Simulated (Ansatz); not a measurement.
Coupled-cluster run, CH7ClOSi2, SMILES `C[SiH2]O[SiH2]Cl`.

```yaml
crystal:
  periodic: [false, false, false]
  atoms:
    - {symbol: C, position_ang: [-0.342591, 1.864472, 0.294540]}
    - {symbol: Si, position_ang: [0.544177, 0.390082, 0.990552]}
    - {symbol: O, position_ang: [0.771045, -0.752965, -0.177771]}
    - {symbol: Si, position_ang: [0.067303, -1.933152, -1.027952]}
    - {symbol: Cl, position_ang: [-1.781457, -1.325514, -1.696616]}
    - {symbol: H, position_ang: [-1.330478, 1.583407, -0.077223]}
    - {symbol: H, position_ang: [-0.470987, 2.628040, 1.066743]}
    - {symbol: H, position_ang: [0.221783, 2.305875, -0.530163]}
    - {symbol: H, position_ang: [-0.235528, -0.214161, 2.104994]}
    - {symbol: H, position_ang: [1.893592, 0.758793, 1.487412]}
    - {symbol: H, position_ang: [0.895808, -2.230617, -2.213340]}
    - {symbol: H, position_ang: [-0.155866, -3.129562, -0.187177]}
basis:
  gaussian: {orbitals: def2-TZVPP}
correlation: {method: ccsd_t}
output: {orbitals: {seedname: orbitals}}
```

```sh
$ ansatz run in.yaml --threads 4 --pin off --events-out ev --progress --plain --max-ram 10444MiB
```

The program prints (abridged):

```
Functional definition: HF
1648 factors; integrals over basis functions are off by at most 9.8e-4 eV
mean field evaluation 1: about -31409.1129 eV, gradient 4.3e1 eV
mean field evaluation 2: about -31409.4203 eV, gradient 4.4e1 eV
mean field evaluation 4: about -31413.5199 eV, gradient 4.5e0 eV
mean field evaluation 8: about -31413.5938 eV, gradient 2.3e-1 eV
mean field evaluation 16: about -31413.5940 eV, gradient 1.1e-6 eV
mean field -31413.59404556 eV, -1154.4282882756 hartree, gradient 1.1e-6 eV, S^2 0.000000; 0 other end points of the search recorded, 0 dependent functions left out
17 core orbitals not correlated: weight in the atoms' cores, before any rotation towards them, 1.000 or more for the frozen orbitals, at most 0.000 for the correlated occupied ones
reference -31413.59404556 eV, -1154.4282882756 hartree; 16, 16 occupied and 253, 253 virtual orbitals, 1648 factors
second order -23.00293015 eV of doubles, -0.00000000 eV of singles
cycle   1  -23.97373781 eV  change   -9.7e-1 eV  update   1.0e-1
cycle   2  -24.55648418 eV  change   -5.8e-1 eV  update   2.9e-2
cycle   3  -24.66935806 eV  change   -1.1e-1 eV  update   1.4e-2
cycle   4  -24.65965041 eV  change    9.7e-3 eV  update   2.8e-3
cycle   5  -24.65856144 eV  change    1.1e-3 eV  update   1.1e-3
cycle   6  -24.65874909 eV  change   -1.9e-4 eV  update   3.0e-4
cycle   7  -24.65860100 eV  change    1.5e-4 eV  update   1.1e-4
cycle   8  -24.65859799 eV  change    3.0e-6 eV  update   3.1e-5
perturbative correction -0.90663901 eV, -0.0333183691 hartree
Total energy: -31439.15928256 eV, -1155.3677934066 hartree
```

It took 6.5 min on 4 threads of an Arm Neoverse N1 on a shared host, with 8 GiB of host memory at the peak.

The correlation energy is -25.565 eV, 3.5 % of it from (T); the T1 diagnostic reads 0.0102.
